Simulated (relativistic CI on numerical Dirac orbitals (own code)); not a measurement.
# Fe3+: L2,3 absorption edge

Computed with this model: Dirac-Coulomb-Breit CI, KLI orbitals optimised for each configuration, model QED (radiative potential, 1s self-energy scaled to tabulated hydrogen-like ionisation energies), valence Slater integrals scaled by 0.8, multiplet model of core-to-valence dipole absorption; configurations [Ar] 3d5 → [He] 2s2 2p5 3s2 3p6 3d6; 10 K; Lorentzian 0.24 eV and Gaussian 0.3 eV FWHM. Energies are those of the free ion, without screening or charge transfer. The branching ratio is the share of the lower-energy edge in the whole absorption, uncertain by about 0.02 where the edges overlap. S is read from ⟨S²⟩ = S(S + 1).

Field parameters in Wybourne normalisation: D4h B²₀ = −7Ds, B⁴₀ = 21(Dq − Dt), B⁴₄ = 21√(5/14) Dq. The field is a parameter set, without covalency.

free ion: ground-state S = 2.50, centroid 716.30 eV, branching ratio 0.765. Peaks (eV, height): 712.5 (100), 713.8 (36), 716.8 (13), 724.9 (18), 726.8 (30).

D4h, 10Dq = 11200, Ds = -1500, Dt = -220 cm⁻¹: ground-state S = 2.50, centroid 716.28 eV, branching ratio 0.767. Peaks (eV, height): 710.2 (10), 711.0 (34), 712.3 (81), 713.1 (100), 714.4 (33), 716.6 (12), 724.3 (18), 725.3 (11), 726.2 (21), 726.9 (24), 727.4 (13), 727.7 (14).

D4h, 10Dq = 11200, Ds = -860, Dt = -220 cm⁻¹: ground-state S = 2.50, centroid 716.28 eV, branching ratio 0.767. Peaks (eV, height): 711.0 (35), 712.5 (82), 712.9 (100), 714.4 (35), 715.9 (8), 716.6 (12), 717.6 (7), 724.2 (19), 726.1 (23), 726.9 (20), 727.5 (16).

D4h, 10Dq = 11200, Ds = -210, Dt = -220 cm⁻¹: ground-state S = 2.50, centroid 716.28 eV, branching ratio 0.767. Peaks (eV, height): 711.0 (29), 712.7 (100), 714.4 (29), 716.6 (10), 724.2 (16), 726.1 (20), 726.9 (14), 727.5 (16).

D4h, 10Dq = 11200, Ds = 1070, Dt = -220 cm⁻¹: ground-state S = 2.50, centroid 716.28 eV, branching ratio 0.767. Peaks (eV, height): 711.0 (27), 712.9 (100), 714.4 (35), 716.6 (11), 717.6 (7), 724.0 (16), 724.4 (11), 726.1 (20), 726.9 (18), 727.4 (18).

D4h, 10Dq = 11200, Ds = 1710, Dt = -220 cm⁻¹: ground-state S = 2.50, centroid 716.28 eV, branching ratio 0.767. Peaks (eV, height): 711.3 (27), 712.3 (75), 713.1 (100), 714.4 (36), 716.6 (11), 717.5 (8), 723.9 (16), 724.6 (11), 726.0 (18), 727.0 (22), 727.7 (15).

The statistical ratio of this edge is 2/3 = 0.667. Values above it arise where the holes sit mainly in the j = l + 1/2 valence subshell or the ground state has high spin; values below it where core-valence Coulomb terms move weight to the upper edge, as in nearly empty shells.

Strongest unbroadened transitions for D4h, 10Dq = 11200, Ds = -1500, Dt = -220 cm⁻¹:

```csv
Energy (eV),Relative strength
710.92,31.6
711.05,26.4
711.21,42.1
712.17,28.0
712.21,30.0
712.31,62.3
712.33,47.9
712.41,100.0
712.94,30.6
713.04,38.9
713.11,100.0
713.13,49.8
713.22,32.3
713.31,33.5
713.37,36.3
714.29,29.8
724.43,26.7
726.82,36.1
```
